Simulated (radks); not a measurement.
Problem. Xe XLVI, 9 electrons, occupied as 1s1.5 2s2 2p5 3d0.5 (fractional occupations, a model configuration). Method: scalar-relativistic Kohn-Sham, BLYP, spin-polarised, spherical densities, finite nucleus; open shells are filled with parallel spins first (spin-orbit coupling, left out, can overturn this in heavy ions); Fermi nuclear charge, rms radius 4.7859 fm; computed with a radial shooting solver on a logarithmic mesh with Libxc functionals. Some entries of the table are withheld. Estimate them.

orbital,occ.,eigenvalue (Ry),r(max) (bohr),<r^2> (bohr^2)
1s up,1,-2801.482,(1),0.0009532
1s down,0.5,-2793.881,(2),0.0009553
2s up,1,-624.0551,0.09499,0.01446
2s down,1,-622.0820,0.09511,0.01450
2p up,3,-588.7291,0.07563,0.01125
2p down,2,-586.6396,0.07576,0.01128
3d up,0.5,-236.6794,0.1879,(3)
3d down,0,-235.7746,0.1883,(4)

Solution. 
(1) 1s up r(max) (bohr): 0.01710
(2) 1s down r(max) (bohr): 0.01711
(3) 3d up <r^2> (bohr^2): 0.05591
(4) 3d down <r^2> (bohr^2): 0.05639
